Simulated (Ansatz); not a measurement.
A search over several starts for the lowest SCF solution of the cluster Rb2Cl2 at the given spin, in a small basis.

```yaml
crystal:
  periodic: [false, false, false]
  atoms:
    - {symbol: Rb, position_ang: [-1.626867, 1.720225, -1.526067]}
    - {symbol: Rb, position_ang: [1.626191, -1.722349, 1.524382]}
    - {symbol: Cl, position_ang: [2.697552, 0.756762, -2.022534]}
    - {symbol: Cl, position_ang: [-2.696876, -0.754639, 2.024229]}
basis:
  gaussian: {orbitals: def2-SVP, initial_orbitals: start.molden}
magnetization: {spin_polarized: true, initial_magnetization: 4}
hamiltonian: {xc: pbe0, dispersion: d4}
output: {orbitals: {seedname: orbitals}}
```

The file start.molden holds the orbitals of an earlier run on this structure, at another level or in another basis.

```sh
$ ansatz run in.yaml --threads 4 --pin off --events-out ev --progress --plain --max-ram 3916MiB
```

Shortened log:

```
Functional definition: PBE0
774 factors; integrals over basis functions are off by at most 2.3e-4 eV
mean field evaluation 1: about -26336.4049 eV, gradient 3.5e0 eV
mean field evaluation 2: about -26336.4435 eV, gradient 5.2e-2 eV
mean field evaluation 4: about -26336.4719 eV, gradient 3.6e-3 eV
mean field evaluation 8: about -26336.4719 eV, gradient 8.0e-6 eV
mean field evaluation 16: about -26336.4708 eV, gradient 2.9e-1 eV
mean field evaluation 32: about -26336.4719 eV, gradient 1.4e-4 eV
mean field evaluation 64: about -26336.4698 eV, gradient 4.3e-2 eV
mean field -26336.47193421 eV, -967.8474920804 hartree, gradient 7.3e-6 eV, S^2 6.004805; 8 other end points of the search recorded, 0 dependent functions left out
reference -26336.47199500 eV, -967.8474943142 hartree; 28, 24 occupied and 56, 60 virtual orbitals, 774 factors
Total energy: -26336.75969329 eV, -967.8580670316 hartree
```

It took 13 s on 4 threads of Arm Neoverse V1 on a shared host.

In the def2 sets Rb takes a core potential; there is no spin–orbit coupling. In the quintet geometry the species has come apart into loosely held pieces. At PBE0-D4/def2-TZVP a singlet of charge 0 lies 9.81 eV below the quintet, each at its own geometry. The structure comes from a short search, and lower isomers may exist.
